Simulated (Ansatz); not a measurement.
Consider the redistribution: `O[AsH][SiH3]` + `N[SiH2][SiH](N)Cl` → `[SiH3][AsH2]` + `N[Si@H](Cl)[Si@@H](N)O`.

Gas-phase electronic energies from Ansatz, PBE0-D4/def2-TZVP geometries. CCSD(T)/CBS is the MP2 limit (def2-TZVPP, def2-QZVPP) plus CCSD(T) − MP2 in def2-TZVPP, frozen cores. Functionals use def2-TZVPP. For As outer-core shells are correlated without core-valence functions, which leaves a few kJ/mol of doubt a bond. Scalar relativity is left out up to krypton. Each species was taken in one conformer, which may not be the lowest.

CCSD(T)/CBS gives -36.7 kcal/mol.

(1) Another level gave -36.2 kcal/mol. Which?
A. ωB97X-V/def2-TZVPP
B. MP2/def2-TZVPP
C. PBE-D4/def2-TZVPP
D. HF/def2-TZVPP

Largest T1 diagnostic among the species: 0.012.

Results:

(1) D. HF/def2-TZVPP -36.2, MP2/def2-TZVPP -37.3, PBE-D4 -34.1, ωB97X-V -35.1 kcal/mol.

From PBE to PBE0 (25 % exact exchange), in def2-TZVPP and without D4, ΔE moves by −1.7 kcal/mol.
